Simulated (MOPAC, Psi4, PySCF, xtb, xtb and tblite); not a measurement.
Two geometries of C₁₄H₁₀Se, SMILES c1c[se]c(-c2cccc3ccccc23)c1, relaxed at GFN2-xTB with one dihedral held; other torsions can differ between them too.

Structure A

```
25

C      3.6025    -1.1126    -0.8182
C      4.3689    -0.1564    -0.2346
Se     3.3492     1.2169     0.4683
C      1.8273     0.3084    -0.1787
C      0.4559     0.7941    -0.0949
C     -0.4125     0.3993    -1.0972
C     -1.7381     0.8352    -1.1490
C     -2.2174     1.6879    -0.1957
C     -1.3943     2.0860     0.8763
C     -1.8967     2.9366     1.8837
C     -1.1334     3.2841     2.9612
C      0.1607     2.7629     3.0867
C      0.6796     1.9495     2.1169
C     -0.0543     1.6124     0.9616
C      2.2156    -0.8567    -0.7900
H      4.0145    -2.0000    -1.2693
H      5.4401    -0.1509    -0.1447
H     -0.0462    -0.2193    -1.9022
H     -2.3687     0.5076    -1.9625
H     -3.2302     2.0608    -0.2424
H     -2.9101     3.2998     1.7874
H     -1.5257     3.9364     3.7273
H      0.7474     2.9989     3.9622
H      1.6635     1.5297     2.2706
H      1.5091    -1.5587    -1.1995
```

Structure B

```
25

C     -3.5985    -1.1418    -0.7014
C     -4.3118    -0.1200    -0.1683
Se    -3.2339     1.3059     0.3382
C     -1.7817     0.2822    -0.2831
C     -0.4004     0.7727    -0.2086
C      0.3599     0.5110     0.9054
C      1.6855     0.9561     0.9935
C      2.2440     1.6669    -0.0311
C      1.4968     1.9658    -1.1893
C      2.0457     2.7039    -2.2589
C      1.3019     2.9877    -3.3693
C     -0.0269     2.5462    -3.4609
C     -0.5877     1.8264    -2.4434
C      0.1537     1.5165    -1.2845
C     -2.2007    -0.9186    -0.7636
H     -4.0522    -2.0538    -1.0517
H     -5.3773    -0.0807    -0.0287
H     -0.0718    -0.0494     1.7228
H      2.2585     0.7317     1.8812
H      3.2656     2.0139     0.0315
H      3.0693     3.0423    -2.1809
H      1.7301     3.5542    -4.1834
H     -0.6038     2.7799    -4.3437
H     -1.6110     1.4848    -2.5139
H     -1.5135    -1.6450    -1.1650
```

Question: Which is lower in energy at the level B3LYP-D3(BJ)/def2-SVP // GFN2-xTB in Psi4, and by how much?

Answer: B is lower, by 4.24 kJ/mol (dihedral Se3–C4–C5–C6: 150° in A, 90° in B).

E(B) − E(A) in kJ/mol at the other levels, on the same two geometries: GFN2-xTB (xtb and tblite) -0.33; B3LYP/def2-SVP // GFN2-xTB (Psi4) -5.43; PBE/def2-SVP // GFN2-xTB (Psi4) -0.95; PBE-D3(BJ)/def2-SVP // GFN2-xTB (Psi4) -0.56; AM1, restricted, heats of formation // GFN2-xTB (MOPAC) -7.03; PM3, restricted, heats of formation // GFN2-xTB (MOPAC) 1.52; GFN1-xTB // GFN2-xTB (xtb) 0.87; restricted B3LYP/6-31G*, spherical d, density fitting // GFN2-xTB (PySCF) -6.20.
